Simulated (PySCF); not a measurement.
**Static response to an electric field**

Species: C5H6F3N.
SMILES with atom numbers: `[NH2:1][C@@H:2]1[CH2:3][CH:4]=[C:5]1[C:6]([F:7])([F:8])[F:9]` (hydrogens: H10, H11 on N1; H12 on C2; H13, H14 on C3; H15 on C4)

Cartesian coordinates in Å at the GFN2-xTB level; atoms count from 1:
```xyz
15
C5H6F3N angstrom
N     -0.9112    1.4300   -0.8866
C     -0.5434    0.0549   -0.7444
C     -1.3840   -0.9114    0.1742
C     -0.1239   -1.0712    0.9746
C      0.5868   -0.2311    0.2232
C      1.9839    0.2710    0.2774
F      2.0566    1.5668    0.6340
F      2.6144    0.1673   -0.9044
F      2.7289   -0.4060    1.1708
H     -1.0584    1.8730    0.0127
H     -1.7441    1.5354   -1.4522
H     -0.3673   -0.3617   -1.7397
H     -1.7552   -1.8164   -0.3024
H     -2.1961   -0.4200    0.7069
H      0.1085   -1.6727    1.8338
```

Level: B3LYP/def2-SVPD (PySCF), static field, nuclei fixed, core orbitals frozen in the response. The polarisability tensor in these axes (au):

```
x   74.72  4.92  1.09
y    4.92 67.50 -7.68
z    1.09 -7.68 63.68
```

Give the principal values, the mean and the anisotropy Δα = √{½[(α1 − α2)² + (α2 − α3)² + (α1 − α3)²]}.

Principal values 56.80, 71.26 and 77.83 au; mean 68.63 au = 10.17 Å³ = 11.32 × 10⁻⁴⁰ C²·m²/J; Δα = 18.64 au (27 % of the mean).

What is the dipole moment, and where does it point?

(-3.78, -1.33, 0.34) D, 4.02 D in size, pointing from the negative to the positive side. Measured along this direction, the outermost atoms are F8 at the negative end and H14 and H13 at the positive end.

Find the Langevin capture rate constant for H3O+ (19.018 u) meeting this molecule (137.045 u), k = 2.342 × 10⁻⁹ cm³/s × √(α in Å³ / reduced mass in u).

The reduced mass is 16.70 u, so k = 1.83 × 10⁻⁹ cm³/s. The formula leaves out the permanent dipole, which adds to the capture rate.

Orientational against electronic polarisability at 273 K (dilute gas, rigid molecules)?

In Gaussian units μ²/3kT = 142.95 Å³ against 10.17 Å³, a ratio of 14.06; the Debye molar polarisation (4π/3)N_A(α + μ²/3kT) is 386.3 cm³/mol, leaving out the vibrational part.

Along which axes do the principal values lie, and how far do the nuclei extend along each?

Largest value along (0.79, 0.56, -0.24), where the nuclei span 4.72 Å; middle along (0.57, -0.54, 0.63), 5.22 Å; least along (-0.22, 0.63, 0.74), 2.87 Å. The strongest response doesn't lie along the longest of the three spans.

What depolarisation ratio follows for Rayleigh scattering of linearly polarised light, taking the static tensor?

ρ = 3Δα²/(45ᾱ² + 4Δα²) = 1041.9/(211968 + 1389.2) = 0.00488.

What molar refraction does this α imply?

Lorentz–Lorenz: R = (4π/3)N_A α = 2.5225 cm³/(mol·Å³) × 10.17 Å³ = 25.7 cm³/mol, in the limit of long wavelengths.

One conformer (not necessarily the lowest) at the GFN2-xTB geometry, without solvent, vibrations or thermal averaging.
